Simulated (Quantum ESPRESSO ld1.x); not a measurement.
Results of a calculation; reference values are marked as such.
Problem. Coherent X-ray form factor from a spherical all-electron density. Code: ld1.x of Quantum ESPRESSO 7.5. Model: non-relativistic Kohn-Sham, PW91, spin-unpolarised, spherical densities, point nucleus.

sin(theta)/lambda (1/angstrom)  f0 (electrons)
0.05                                    10.922
0.1                                     10.698
0.15                                    10.355
0.2                                      9.930
0.25                                     9.460
0.3                                      8.972
0.4                                      8.010
0.5                                      7.099
0.6                                      6.241
0.8                                      4.707
1                                        3.503
1.25                                     2.499
1.5                                      1.921
2                                        1.407

The species is in the configuration that NIST lists as its ground one. Which atom or ion scatters so?

Solution. The sulfur ion S5+, [Ne] 3s1. Extrapolating in s^2 from the first two rows gives f0(0) = 11.0, near the electron count 11; among species with that count, the fall with angle is slower the higher Z, and the table is that of Z = 16; from so few rows the species is fixed only to a neighbour or two.
